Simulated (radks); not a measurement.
Valence configurations of the neon ion Ne+ (all share [He]). All-electron calculation, non-relativistic Kohn-Sham, SCAN, spin-polarised, spherical densities, point nucleus; open shells are filled with parallel spins first; meta-GGA in the generalised Kohn-Sham scheme. Program: a radial shooting solver on a logarithmic mesh with Libxc functionals. Energies are relative to 2s2 2p5; eigenvalues in eV for spin up.

\begin{tabular}{lrrrr}
valence & E (eV) & moment (Bohr magnetons) & e(2p) & e(2s) \\ \hline
2s2 2p5 & 0.000 & 1 & -34.294 & -58.903 \\
2s1 2p6 & 24.647 & 1 & -34.456 & -59.281 \\
2s1.5 2p5.5 & 12.398 & 1 & -34.364 & -59.079 \\
\end{tabular}

NIST lists [He] 2s2 2p5 as the ground configuration; this level of theory agrees among the configurations tried. The energies are those of spherical high-spin densities, not of single terms.
